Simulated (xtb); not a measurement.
C4H10Zn, triplet, at a GFN2-xTB geometry (such geometries of metal compounds can be far from the true shape) (a higher spin typed on purpose: for a closed-shell molecule this is an excited state); GFN2-xTB (xtb).

The xtb input:
```
$ xtb mol.xyz --gfn 2 --uhf 2 --hess --json

# file mol.xyz
15

Zn    -0.37528979     0.18243967     0.99339466
C      1.69930461    -0.68589563    -0.02525953
C      1.52989648    -2.16325062    -0.19280947
H      2.43563050    -0.40861454     0.72142499
H      1.83102170    -0.14668714    -0.95367365
H      0.73111761    -2.39310900    -0.89637408
H      1.31002125    -2.64887367     0.75799703
H      2.44888771    -2.61766265    -0.58457780
C     -1.18070437     0.43394040    -1.32714972
C     -0.78886695     1.80282015    -1.78750946
H     -2.24946250     0.30148551    -1.19762412
H     -0.73181495    -0.36987472    -1.89486316
H      0.29386078     1.91129168    -1.83095053
H     -1.19244613     2.57397888    -1.13126329
H     -1.17590079     1.99918975    -2.79556629
```

Output, abridged:

```
   ID    Z sym.   atoms
    1   30 Zn     1
    2    6 C      2, 3, 9, 10
    3    1 H      4-8, 11-15

           -------------------------------------------------
          |                Calculation Setup                |
           -------------------------------------------------

molecular fragmentation (1/2 indicates fragments):
111121112222222
# atoms in fragment 1/2:     7     8
 fragment masses (1/2) :       93.43       30.07
CMA distance (Bohr)    :   5.450
constraining FC (au)   :  0.0500

           -------------------------------------------------
          |                 G F N 2 - x T B                 |
           -------------------------------------------------

          ...................................................
          :                      SETUP                      :
          :.................................................:
          :  # basis functions                  30          :
          :  # atomic orbitals                  30          :
          :  # shells                           20          :
          :  # electrons                        28          :
          :  max. iterations                   250          :
          :  Hamiltonian                  GFN2-xTB          :
          :  restarted?                      false          :
          :  GBSA solvation                  false          :
          :  PC potential                    false          :
          :  electronic temp.          300.0000000     K    :
          :  accuracy                    1.0000000          :
          :  -> integral cutoff          0.2500000E+02      :
          :  -> integral neglect         0.1000000E-07      :
          :  -> SCF convergence          0.1000000E-05 Eh   :
          :  -> wf. convergence          0.1000000E-03 e    :
          :  Broyden damping             0.4000000          :
          :  net charge                          0          :
          :  unpaired electrons                  2          :
          ...................................................

 iter      E             dE          RMSdq      gap      omega  full diag
   1    -14.0714493 -0.140714E+02  0.700E+00    3.68       0.0  T
   2    -14.1773095 -0.105860E+00  0.223E+00    5.70       1.0  T
   3    -14.2352936 -0.579841E-01  0.226E+00    5.06       1.0  T
   4    -14.2645256 -0.292320E-01  0.410E-01    5.63       1.0  T
   5    -14.2646390 -0.113428E-03  0.112E-01    5.63       1.0  T
   6    -14.2646633 -0.243211E-04  0.406E-02    5.63       1.0  T
   7    -14.2646630  0.329706E-06  0.139E-02    5.63       1.9  T
   8    -14.2646639 -0.885428E-06  0.279E-03    5.63       9.3  T
   9    -14.2646639  0.182228E-07  0.124E-03    5.63      20.8  T
  10    -14.2646639 -0.208938E-07  0.408E-04    5.63      63.3  T
  11    -14.2646639 -0.228970E-08  0.255E-04    5.63     101.2  T

   *** convergence criteria satisfied after 11 iterations ***

 transition dipole moment (au) for excitation:          14          15
     X       Y       Z
  -1.5718   0.8195  -0.7470  total (au/Debye):    1.924   4.889
 dE (eV)             :    1.200
 oscillator strength :  0.15385E+00

         :::::::::::::::::::::::::::::::::::::::::::::::::::::
         ::                     SUMMARY                     ::
         :::::::::::::::::::::::::::::::::::::::::::::::::::::
         :: total energy             -14.060174083634 Eh    ::
         :: gradient norm              0.000020005265 Eh/a0 ::
         :: HOMO-LUMO gap              5.629562685227 eV    ::
         ::.................................................::
         :: SCC energy               -14.264639702544 Eh    ::
         :: -> isotropic ES            0.015144164687 Eh    ::
         :: -> anisotropic ES          0.005755081895 Eh    ::
         :: -> anisotropic XC          0.010283124359 Eh    ::
         :: -> dispersion             -0.009306038163 Eh    ::
         :: repulsion energy           0.204465618910 Eh    ::
[...]
           -------------------------------------------------
          |             Thermodynamic Functions             |
Refinement of some symmetry elements was terminated before convergence was reached.
Some symmetry elements may remain unidentified.
Molecule has the following symmetry elements: (C2)
It seems to be the C2 point group
           -------------------------------------------------

c2  symmetry found (for desy threshold:  0.10E+00) used in thermo

          ...................................................
          :                      SETUP                      :
          :.................................................:
          :  # frequencies                          39      :
          :  # imaginary freq.                       0      :
          :  linear?                             false      :
          :  only rotor calc.                    false      :
          :  symmetry                               c2      :
          :  rotational number                       2      :
          :  scaling factor                  1.0000000      :
          :  rotor cutoff                   50.0000000 cm⁻¹ :
          :  imag. cutoff                  -20.0000000 cm⁻¹ :
          :.................................................:

    mode    ω/cm⁻¹     T·S(HO)/kcal·mol⁻¹    T·S(FR)/kcal·mol⁻¹   T·S(vib)
   ------------------------------------------------------------------------
       1     36.50    -1.62215 ( 22.11%)    -1.14930 ( 77.89%)    -1.25385
       2     39.16    -1.58046 ( 27.35%)    -1.12843 ( 72.65%)    -1.25206
       3     96.96    -1.04785 ( 93.40%)    -0.86016 (  6.60%)    -1.03545
       4     99.60    -1.03226 ( 94.03%)    -0.85223 (  5.97%)    -1.02151
       5    125.75    -0.89744 ( 97.56%)    -0.78319 (  2.44%)    -0.89466
       6    164.43    -0.74482 ( 99.15%)    -0.70377 (  0.85%)    -0.74448
       7    169.71    -0.72711 ( 99.25%)    -0.69442 (  0.75%)    -0.72687
       8    175.18    -0.70936 ( 99.34%)    -0.68503 (  0.66%)    -0.70920
   ------------------------------------------------------------------------

   temp. (K)  partition function   enthalpy   heat capacity  entropy
                                   cal/mol     cal/K/mol   cal/K/mol   J/K/mol
 298.15  VIB  0.494E+04             4347.058     22.424     29.055
         ROT  0.155E+06              888.752      2.981     26.733
         INT  0.766E+09             5235.811     25.405     55.788
         TR   0.133E+28             1481.254      4.968     40.329
         TOT                        6717.0645    30.3731    96.1171   402.1539

       T/K    H(0)-H(T)+PV         H(T)/Eh          T*S/Eh         G(T)/Eh
   ------------------------------------------------------------------------
    298.15    0.107043E-01    0.133541E+00    0.456683E-01    0.878724E-01
   ------------------------------------------------------------------------

         :::::::::::::::::::::::::::::::::::::::::::::::::::::
         ::                  THERMODYNAMIC                  ::
         :::::::::::::::::::::::::::::::::::::::::::::::::::::
         :: total free energy         -13.972301726209 Eh   ::
         ::.................................................::
         :: total energy              -14.060174083824 Eh   ::
         :: zero point energy           0.122836369749 Eh   ::
         :: G(RRHO) w/o ZPVE           -0.034964012134 Eh   ::
         :: G(RRHO) contrib.            0.087872357614 Eh   ::
         :::::::::::::::::::::::::::::::::::::::::::::::::::::

           -------------------------------------------------
          | TOTAL ENERGY              -14.060174083824 Eh   |
          | TOTAL ENTHALPY            -13.926633390383 Eh   |
          | TOTAL FREE ENERGY         -13.972301726209 Eh   |
          | GRADIENT NORM               0.000019453445 Eh/α |
          | HOMO-LUMO GAP               5.629590836510 eV   |
           -------------------------------------------------

normal termination of xtb
```
